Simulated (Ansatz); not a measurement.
`O/[C]([GaH2])=N/[SiH3]` + `OB(S)Cl` → `[SiH3]OB(S)Cl` + `N=[C](O)[GaH2]`  (ligand exchange at the Si–N bond)

Isolated molecules relaxed with PBE0-D4/def2-TZVP in Ansatz; ΔE leaves out vibrations. CCSD(T)/CBS adds triple-zeta CCSD(T) − MP2 to the extrapolated MP2 energy (def2 sets, frozen cores). Functionals use def2-TZVPP. B3LYP here is the variant with VWN-RPA as its local correlation; programs differ in this. For Ga outer-core shells are correlated without core-valence functions, which leaves a few kJ/mol of doubt a bond. Scalar relativity is left out up to krypton. Each species was taken in one conformer, which may not be the lowest.

`O/[C]([GaH2])=N/[SiH3]`:

Z-matrix (Å, degrees):
```
Si
N 1 1.714
H 1 1.482 2 113.7
H 1 1.482 2 113.7 3 127.5
H 1 1.541 2 106.7 3 -116.3
C 2 1.277 1 113.9 3 116.3
Ga 6 2.024 2 122.3 1 0.0
O 6 1.337 2 120.0 1 -180.0
H 7 1.564 6 118.0 2 -94.7
H 7 1.564 6 118.0 2 94.6
H 8 0.973 6 107.1 2 -0.0
```

`OB(S)Cl`:

Cartesian coordinates in Å:
```
O -1.137 0.136 -0.050
B 0.174 -0.086 -0.271
S 1.389 0.065 1.048
Cl 0.761 -0.540 -1.879
H -1.679 0.022 -0.837
H 0.492 0.403 1.990
```

`[SiH3]OB(S)Cl`:

Z-matrix (Å, degrees):
```
Si
O 1 1.655
H 1 1.484 2 110.1
H 1 1.481 2 108.0 3 120.5
H 1 1.480 2 107.4 3 -120.3
B 2 1.340 1 138.7 3 -10.4
Cl 6 1.766 2 118.3 1 -178.8
S 6 1.813 2 121.1 1 1.2
H 8 1.341 6 95.9 2 -179.8
```

`N=[C](O)[GaH2]`:

```xyz
8

N    -0.769   -0.965    1.018
C     0.106   -0.500    0.226
O     1.215   -1.227   -0.017
Ga    0.014    1.251   -0.732
H    -1.555   -0.330    1.122
H     1.132   -2.043    0.504
H    -1.283    2.076   -0.421
H     1.140    1.737   -1.700
```

```json
{"level": "PBE-D4", "ΔE (kJ/mol)": "-8.9", "difference from CCSD(T)/CBS": "12.2"}
{"level": "r2SCAN-D4", "ΔE (kJ/mol)": "-13.5", "difference from CCSD(T)/CBS": "7.6"}
{"level": "PBE0-D4", "ΔE (kJ/mol)": "-11.9", "difference from CCSD(T)/CBS": "9.2"}
{"level": "B3LYP-D4", "ΔE (kJ/mol)": "-24.6", "difference from CCSD(T)/CBS": "-3.5"}
{"level": "ωB97X-V", "ΔE (kJ/mol)": "-21.8", "difference from CCSD(T)/CBS": "-0.7"}
{"level": "ωB97M-V", "ΔE (kJ/mol)": "-19.5", "difference from CCSD(T)/CBS": "1.6"}
{"level": "B2PLYP", "ΔE (kJ/mol)": "-25.4", "difference from CCSD(T)/CBS": "-4.3"}
{"level": "PBE", "ΔE (kJ/mol)": "-11.1", "difference from CCSD(T)/CBS": "10.0"}
{"level": "r2SCAN", "ΔE (kJ/mol)": "-13.9", "difference from CCSD(T)/CBS": "7.2"}
{"level": "PBE0", "ΔE (kJ/mol)": "-13.8", "difference from CCSD(T)/CBS": "7.3"}
{"level": "B3LYP", "ΔE (kJ/mol)": "-28.2", "difference from CCSD(T)/CBS": "-7.1"}
{"level": "HF/def2-TZVPP", "ΔE (kJ/mol)": "-43.4", "difference from CCSD(T)/CBS": "-22.3"}
{"level": "MP2/def2-TZVPP", "ΔE (kJ/mol)": "-18.9", "difference from CCSD(T)/CBS": "2.2"}
{"level": "SCS-MP2/def2-TZVPP", "ΔE (kJ/mol)": "-25.9", "difference from CCSD(T)/CBS": "-4.8"}
{"level": "CCSD/def2-TZVPP", "ΔE (kJ/mol)": "-24.5", "difference from CCSD(T)/CBS": "-3.4"}
{"level": "CCSD(T)/def2-TZVPP", "ΔE (kJ/mol)": "-20.4", "difference from CCSD(T)/CBS": "0.7"}
{"level": "HF/def2-QZVPP", "ΔE (kJ/mol)": "-45.0", "difference from CCSD(T)/CBS": "-23.9"}
{"level": "MP2/def2-QZVPP", "ΔE (kJ/mol)": "-19.9", "difference from CCSD(T)/CBS": "1.2"}
{"level": "SCS-MP2/def2-QZVPP", "ΔE (kJ/mol)": "-27.0", "difference from CCSD(T)/CBS": "-5.9"}
{"level": "HF/CBS(def2)", "ΔE (kJ/mol)": "-45.2", "difference from CCSD(T)/CBS": "-24.1"}
{"level": "MP2/CBS(def2)", "ΔE (kJ/mol)": "-19.7", "difference from CCSD(T)/CBS": "1.4"}
{"level": "CCSD/CBS(def2)", "ΔE (kJ/mol)": "-25.3", "difference from CCSD(T)/CBS": "-4.2"}
{"level": "CCSD(T)/CBS", "ΔE (kJ/mol)": "-21.1", "difference from CCSD(T)/CBS": "0"}
```

Largest T1 diagnostic among the species: 0.015.

In def2-TZVPP, CCSD(T) changes the Hartree–Fock value by +23.1 kJ/mol (the triples alone add +4.2 kJ/mol) and MP2 by +24.5 kJ/mol. The D4 term adds +3.6 kJ/mol with B3LYP and +1.8 kJ/mol with PBE0; it sums over pairs of atoms, weighted by their polarisabilities, and B3LYP, whose exchange is more repulsive, gets the larger term.
